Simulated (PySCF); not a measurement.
Computed Raman spectrum (relative Raman activity) of a molecule CH6FNOSi. Geometry: ωB97X-D3(BJ)/def2-SVP. The values are those of a single conformer. Computed with ωB97X-D3(BJ)/def2-SVP (PySCF). Frequencies are harmonic and unscaled.

Lines under 2 % of the strongest are left out, and lines within 2 cm⁻¹ are merged.

```json
[
 {"ν (cm⁻¹)": "680", "relative intensity": "8.5"},
 {"ν (cm⁻¹)": "737", "relative intensity": "2.3"},
 {"ν (cm⁻¹)": "826", "relative intensity": "2.1"},
 {"ν (cm⁻¹)": "1441", "relative intensity": "21"},
 {"ν (cm⁻¹)": "1543", "relative intensity": "3.8"},
 {"ν (cm⁻¹)": "3073", "relative intensity": "100"},
 {"ν (cm⁻¹)": "3170", "relative intensity": "62"},
 {"ν (cm⁻¹)": "3182", "relative intensity": "59"},
 {"ν (cm⁻¹)": "3641", "relative intensity": "89"},
 {"ν (cm⁻¹)": "3742", "relative intensity": "54"},
 {"ν (cm⁻¹)": "3943", "relative intensity": "63"}
]
```

Question: Which molecule gave these data?
(A) CN[Si@H](O)F
(B) N[Si@@H](O)CF
(C) C[Si](N)(O)F
(D) CO[Si@H](N)F

Answer: C, C[Si](N)(O)F
